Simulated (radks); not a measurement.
Values are calculated unless marked as measured or tabulated.
Orbital eigenvalues (eV) of the arsenic ion As+, [Ar] 3d10 4s2 4p2, at several levels of relativity; Dirac values are averaged over j with weights 2j + 1. Spin-unpolarised spherical Kohn-Sham, PBE, point nucleus unless stated (finite: rms radius 4.0968 fm), a radial shooting solver on a logarithmic mesh with Libxc functionals. A level marked "c x" has the speed of light scaled by that factor and shares open shells by 2j + 1; other Dirac levels either fill j = l - 1/2 first or share by 2j + 1.

| shell | non-rel. | scalar-rel., finite nucleus | Dirac, 2j+1 shares | Dirac, 2j+1 shares, finite nucleus | change of magnitude, last against first (%) |
|---|---|---|---|---|---|
| 1s | -11550 | -11729 | -11726 | -11726 | +1.52 |
| 2s | -1456.8 | -1496.5 | -1495.9 | -1495.9 | +2.69 |
| 2p | -1303.8 | -1313.5 | -1313.1 | -1313.1 | +0.72 |
| 3s | -193.68 | -200.08 | -200.01 | -200.01 | +3.27 |
| 3p | -142.02 | -143.45 | -143.45 | -143.45 | +1.00 |
| 3d | -51.459 | -50.399 | -50.384 | -50.385 | -2.09 |
| 4s | -22.860 | -23.355 | -23.351 | -23.351 | +2.15 |
| 4p | -13.360 | -13.340 | -13.341 | -13.341 | -0.14 |
